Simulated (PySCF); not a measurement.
**V²⁺ (vanadium, charge +2): BP86 calculation**

Configuration: [Ar] 3d3, high-spin 4F determinant. All numbers are calculated (PySCF 2.14, the spin-free X2C one-electron Hamiltonian (Gaussian nucleus), in cc-pVDZ-DK (6s5p3d1f, 43 functions)).

```json
{"Total energy": "-948.501 hartree", "One-electron energy": "-1287.239 hartree", "Hartree (Coulomb) energy": "384.118 hartree", "Exchange-correlation energy": "-45.379 hartree", "⟨S²⟩": "3.7503", "⟨L²⟩": "12.003", "Sum of ⟨r⟩": "14.30 bohr", "Sum of ⟨r²⟩": "16.61 bohr²", "Langevin diamagnetic susceptibility": "-13.2 ×10⁻⁶ cm³/mol", "Time after the integrals": "0.54 s of wall time on 1 thread of Neoverse-V2 (shared host)"}
```

| shell | electrons | mean orbital energy (hartree) | rms radius, mean of both spins (bohr) |
| --- | --- | --- | --- |
| 1s α | 1 | -197.71804 | 0.0767 |
| 1s β | 1 | -197.71785 | 0.0767 |
| 2s α | 1 | -22.77098 | 0.334 |
| 2s β | 1 | -22.73566 | 0.334 |
| 2p α | 3 | -19.11493 | 0.304 |
| 2p β | 3 | -19.08734 | 0.304 |
| 3s α | 1 | -3.22886 | 1.02 |
| 3s β | 1 | -3.12683 | 1.02 |
| 3p α | 3 | -2.26561 | 1.11 |
| 3p β | 3 | -2.16492 | 1.11 |
| 3d α | 3 | -0.83598 | 1.46 |

Densities and radii are taken from the X2C orbitals without a picture-change correction, which distorts them close to the nucleus.
